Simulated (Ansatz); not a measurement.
Mulliken charges of `C#[C][Hf]([OH])([OH])[Cl]` from PBE/def2-TZVPP in Ansatz (PBE0-D4/def2-TZVP geometry).

```tsv
atom	x (Å)	y (Å)	z (Å)	charge (e)
C1	2.362	-0.326	-1.319	-0.205
C2	1.285	-0.111	-0.803	-0.182
Hf3	-0.665	0.311	0.097	0.818
O4	-1.659	-1.309	0.070	-0.359
O5	-0.347	0.926	1.866	-0.360
Cl6	-1.776	1.973	-1.161	-0.276
H7	3.309	-0.513	-1.775	0.194
H8	-2.195	-2.079	0.229	0.185
H9	-0.314	1.128	2.795	0.185
```

Problem. By hand: the dipole of these point charges (1 e Å = 4.8032 D).

Solution. Σ q r = (0.126, -0.342, 0.335) e Å, of length 0.495 e Å = 2.38 D.

Problem. How does the dipole of the full density compare? (An estimate is asked.)

Solution. Ansatz gave: (-0.060, -0.393, 0.538) e Å, 3.21 D; the point charges give 0.74 times that, at 22° from its direction.

Point charges leave out the atoms' own dipoles, such as those of lone pairs, and Mulliken's split depends on the basis, so the two needn't agree.
